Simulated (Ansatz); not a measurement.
C₂H₇FSeSi (`C[Si](C)(F)[SeH]`) at its PBE0-D4/def2-TZVP geometry, where that method's forces vanish. The species carries charge 0 and has multiplicity 1.

```xyz
12

C     0.2093    0.5872    1.5150
Si   -0.5444   -0.2622    0.0497
C     0.7268   -0.9615   -1.1043
F    -1.4668   -1.4636    0.5791
Se   -2.0329    1.0878   -1.0441
H     0.7981    1.4517    1.1976
H     0.8706   -0.0952    2.0566
H    -0.5669    0.9376    2.1978
H     1.3897   -1.6507   -0.5733
H     0.2478   -1.4990   -1.9246
H     1.3385   -0.1630   -1.5323
H    -0.9699    2.0310   -1.4171
```

**Question.** What forces (eV/Å) does r2SCAN-D4/def2-TZVPP give on these atoms in Ansatz? (An estimate is asked.)

**Answer.** Computed: 
```
C1  -0.001 -0.009 -0.018
Si2  0.038  0.008  0.003
C3  -0.008  0.011  0.015
F4  -0.022 -0.031  0.014
Se5 -0.031  0.039 -0.030
H6  -0.008 -0.013  0.027
H7  -0.005  0.019 -0.002
H8   0.027  0.000 -0.005
H9  -0.002  0.010 -0.017
H10  0.024  0.009  0.010
H11 -0.002 -0.031 -0.004
H12 -0.009 -0.012  0.006
```
